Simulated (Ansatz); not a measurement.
A series at B: from `OB(O)O`, ligands are replaced one by one, each step taking up HCl and setting free H₂O; n counts the steps. Ansatz, PBE0-D4/def2-TZVP geometries. Each molecule was computed in one conformer, which needn't be the lowest.

```csv
n,molecule,"HOMO energy, ωB97M-V/def2-TZVPP (eV)"
0,`OB(O)O`,-11.81
1,`OB(O)Cl`,-11.46
2,`OB(Cl)Cl`,-11.35
3,`ClB(Cl)Cl`,?
```

By hand: fit a straight line y = ȳ + b (n − n̄) to the 3 given rows and predict n = 3.

n̄ = 1.000, ȳ = -11.540; Σ(n − n̄)(y − ȳ) = 0.460, Σ(n − n̄)² = 2.000, so b = 0.230 eV a step. Prediction: -11.540 + (0.230) × (2.000) = -11.08 eV.

By hand: compare with the computed value, -11.34 eV, and give the steps along the whole series.

The line misses by -0.26 eV (computed minus predicted). Steps: 0.35, 0.11, 0.01 eV.

One step carries most of the change, so a line is a poor guide. The highest orbital can change its character along such a series. The miss is 55.3 % of the series' range.
